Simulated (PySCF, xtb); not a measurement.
Cl2FH3Si2, SMILES Cl[SiH](Cl)[SiH2]F. Other conformers were not sampled.

Harmonic wavenumbers (cm⁻¹) from GFN2-xTB run with xtb at its own minimum, in rising order: 21, 89, 130, 141, 186, 387, 426, 487, 523, 579, 617, 636, 718, 774, 817, 2214, 2287, 2307.

Question: What does PBE-D3(BJ)/def2-SVP (PySCF) give at its own minimum? (An estimate is asked for; the answer gives what the named calculation found.)

Answer: 54, 65, 129, 164, 204, 403, 494, 522, 568, 703, 721, 767, 823, 876, 911, 2167, 2181, 2188. Paired by order, the mean absolute difference is 66 cm⁻¹ and the zero-point energies are 19.1 and 19.9 kcal/mol.
